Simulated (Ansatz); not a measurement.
Input file for Ansatz (an electronic-structure program): R-r2SCAN/def2-TZVPP on AlH4N (SMILES [NH2][AlH2]), atoms moved off the minimum.

Ansatz 0.2 input:
```yaml
crystal:
  periodic: [false, false, false]
  atoms:
    - {symbol: Al, position_ang: [-0.02112028, -0.31223538, -0.71884994]}
    - {symbol: H, position_ang: [-1.36316685, -0.04011632, -1.55326108]}
    - {symbol: H, position_ang: [1.20657012, -1.10777019, -1.01792610]}
    - {symbol: N, position_ang: [-0.00991169, 0.42322923, 0.96721494]}
    - {symbol: H, position_ang: [-0.81368151, 1.06217178, 1.32729497]}
    - {symbol: H, position_ang: [0.74149843, 0.44098361, 1.72462655]}
basis:
  gaussian:
    orbitals: def2-TZVPP
hamiltonian:
  xc: {name: r2SCAN}
scf: {lower_state_search: off}
output: {forces: true}
```

It printed:

```
WARN ansatz: RAYON_NUM_THREADS=1 ignored (pool sized by the plan → 1); use --threads N
Functional definition: r2SCAN
these checks for a lower state are left out or cut short: stability, starts, cluster_reference, orbital_swaps, neighbouring_geometries, increment
integrals: 0.04 GiB planned
660 factors; their error is unknown
mean field: 0.33 GiB planned
mean field evaluation 1: about -8142.9428 eV, gradient 6.6e1 eV
mean field evaluation 2: about -8100.5662 eV, gradient 1.2e2 eV
mean field evaluation 4: about -8151.5700 eV, gradient 4.0e0 eV
mean field evaluation 8: about -8151.6083 eV, gradient 2.3e-1 eV
mean field evaluation 16: about -8151.6084 eV, gradient 2.3e-4 eV
mean field -8151.60836657 eV, -299.5660821130 hartree, gradient 2.7e-6 eV, S^2 0.000000; 0 other end points of the search recorded, 0 dependent functions left out
the calculation of the forces begins
reference -8151.60837879 eV, -299.5660825620 hartree; 12, 12 occupied and 117, 117 virtual orbitals, 660 factors
Total energy: -8151.60837879 eV, -299.5660825620 hartree
Atom 0 at    -0.021120    -0.312235    -0.718850 Å, force    -1.207995     1.361025     1.854193 eV/Å
Atom 1 at    -1.363167    -0.040116    -1.553261 Å, force     0.335984    -0.104346     0.056648 eV/Å
Atom 2 at     1.206570    -1.107770    -1.017926 Å, force     1.041152    -0.762863    -0.516664 eV/Å
Atom 3 at    -0.009912     0.423229     0.967215 Å, force    -0.698119     1.312909     1.289215 eV/Å
Atom 4 at    -0.813682     1.062172     1.327295 Å, force     1.961190    -1.624292    -0.956017 eV/Å
Atom 5 at     0.741498     0.440984     1.724627 Å, force    -1.432212    -0.182433    -1.727376 eV/Å
Dipole moment:     0.027738     0.096612     0.126952 e Å
Checks for a lower state left out: stability, starts, cluster_reference, orbital_swaps, neighbouring_geometries, increment
```

Self-consistency was reached.

Cost: very roughly 2.1 core-seconds.
